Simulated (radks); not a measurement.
Task: Valence configurations of Cl+ (all share [Ne]). Calculated with a radial shooting solver on a logarithmic mesh with Libxc functionals: scalar-relativistic Kohn-Sham, SCAN, spin-polarised, spherical densities, finite nucleus; open shells are filled with parallel spins first; meta-GGA in the generalised Kohn-Sham scheme; Fermi nuclear charge, rms radius 3.3654 fm. Order these by energy: 3s1.5 3p4.5; 3s0.5 3p5.5; 3p6; 3s2 3p4; 3s1 3p5.

Result: From the lowest, in eV above it: 3s2 3p4 0.000; 3s1.5 3p4.5 6.598; 3s1 3p5 13.086; 3s0.5 3p5.5 21.009; 3p6 28.115. NIST lists [Ne] 3s2 3p4 as the ground configuration; this level of theory agrees among the configurations tried. The energies are those of spherical high-spin densities, not of single terms.
